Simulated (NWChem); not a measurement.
BeH2O; SMILES [BeH][OH]

All runs: NWChem. The level has its own optimisation; frequencies are unscaled.

**Question.** Predict the results for B3LYP/3-21G. Quantities: r Be–H (Å); r Be–O (Å); r H–O (Å); highest harmonic frequency (cm⁻¹); lowest (cm⁻¹); zero-point energy (kcal/mol); dipole (D).

**Answer.** 
```
Item                               Result
---------------------------------  ------
r Be–H (Å)                          1.334
r Be–O (Å)                          1.393
r H–O (Å)                           0.965
highest harmonic frequency (cm⁻¹)    3881
lowest (cm⁻¹)                         226
zero-point energy (kcal/mol)         12.4
dipole (D)                           2.49
```
